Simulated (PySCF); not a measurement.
**Two-component Hartree-Fock for Er⁶⁴⁺ (erbium, charge +64)**

Start: [He] 2s2. Calculated with PySCF 2.14 in an even-tempered Gaussian basis (17 s from 48 bohr⁻², ratio 2.4; 13 p from 62 bohr⁻², ratio 2.4; 5 d from 200 bohr⁻², ratio 2.6; 4 f from 290 bohr⁻², ratio 2.6): generalised Hartree-Fock with the X2C-1e Hamiltonian and a Gaussian nucleus; one run each with spin-orbit coupling (SO) switched off, then screened by Boettger's factors.

| spinor shell | electrons | ε, spin-free (eV) | ε, screened SO (eV) | weight of nominal j (screened SO) | rms radius, screened SO (bohr) |
| --- | --- | --- | --- | --- | --- |
| 1s1/2 | 2 | -65184.4 | -65184.4 | 1.000 | 0.0230 |
| 2s1/2 | 2 | -15992.0 | -15992.0 | 1.000 | 0.0891 |

| quantity | spin-free | screened SO |
| --- | --- | --- |
| E (hartree) | -6086.39912 | -6086.39912 |
| M_J | 0 | 0 |
| ⟨J²⟩ | 0.000 | 0.000 |
| ⟨L²⟩ | 0.000 | 0.000 |
| ⟨S²⟩ | 0.000 | 0.000 |

Breit and QED terms are absent; they matter most for the inner s and p1/2 levels.

Densities and radii are taken from the X2C orbitals without a picture-change correction, which distorts them close to the nucleus.

Without spin-orbit coupling the j labels of p, d and f shells carry no meaning; the spin-free column gives the mean over the occupied spinors of each nl shell.
